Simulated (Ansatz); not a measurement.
The Ansatz (a first-principles code) input:
Ansatz 0.2 input:
```yaml
crystal:
  periodic: [false, false, false]
  atoms:
    - {symbol: As, position_ang: [0.00400000, -0.00260000, 0.65880000]}
    - {symbol: H, position_ang: [-0.72090000, -0.97200000, -0.22550000]}
    - {symbol: H, position_ang: [-0.48990000, 1.11570000, -0.20830000]}
    - {symbol: H, position_ang: [1.20680000, -0.14110000, -0.22500000]}
basis:
  gaussian:
    orbitals: 6-31G*
hamiltonian:
  xc: blyp
total_charge: -1
magnetization: {spin_polarized: true, initial_magnetization: 1}
```

Estimate the total energy that Ansatz with BLYP/6-31G* returns for this input.

-2237.2939 Eh

What <S^2> does BLYP/6-31G* give?

0.751

A gas-phase anion may not be bound at this level; its values then depend on the basis.
